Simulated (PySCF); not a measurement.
**Which determinant of RbH lies lowest?**

Unrestricted PBE0; PySCF, spin-free X2C with a Gaussian nucleus, basis sets Rb x2c-SVPall, H x2c-SVPall. Outer shells of the fragments: Rb 5s1; H 1s1.

Followed along the bond (rough minima from three points):

```tsv
2Ms+1	unpaired	⟨S²⟩ at the start	R at minimum (Å)	Te (eV)
1	none	0.00	2.33	0.00
3	σ ↑↑	2.00	none in the scan	≤ 1.97
```

Solutions found at the starting distance of 2.380 Å, counted from the lowest of them; the search is not exhaustive and high or unbound solutions are not listed, so other states can lie among these:

```json
{"2Ms+1": "1", "unpaired": "none", "term": "¹Σ⁺", "E (eV)": "0.00", "⟨S²⟩": "0.00", "⟨Lz²⟩": "0.00", "μ (D)": "-8.07"}
{"2Ms+1": "3", "unpaired": "σ ↑↑", "term": "³Σ⁺", "E (eV)": "2.08", "⟨S²⟩": "2.00", "⟨Lz²⟩": "0.00", "μ (D)": "2.68"}
{"2Ms+1": "3", "unpaired": "σ ↑, π ↑", "term": "³Π", "E (eV)": "3.23", "⟨S²⟩": "2.00", "⟨Lz²⟩": "1.00", "μ (D)": "-2.02"}
{"2Ms+1": "1", "unpaired": "σ ↑, π ↓", "term": "mixed", "E (eV)": "3.28", "⟨S²⟩": "1.00", "⟨Lz²⟩": "1.00", "μ (D)": "-1.16"}
{"2Ms+1": "3", "unpaired": "σ ↑, δ ↑", "term": "³Δ", "E (eV)": "3.90", "⟨S²⟩": "2.00", "⟨Lz²⟩": "4.00", "μ (D)": "0.13"}
{"2Ms+1": "1", "unpaired": "σ ↑, δ ↓", "term": "mixed", "E (eV)": "3.91", "⟨S²⟩": "1.00", "⟨Lz²⟩": "4.00", "μ (D)": "0.13"}
```

A term symbol is given only where ⟨S²⟩ and ⟨Lz²⟩ are close to those of a pure state; real π, δ and φ orbitals otherwise mix terms. A positive dipole means Rb(−)H(+).

The measured ground state is X ¹Σ+ (Huber and Herzberg, Constants of Diatomic Molecules (1979)).

Counting both spins, an empty level lies below a filled one in some of these solutions, because spin and occupation are held.
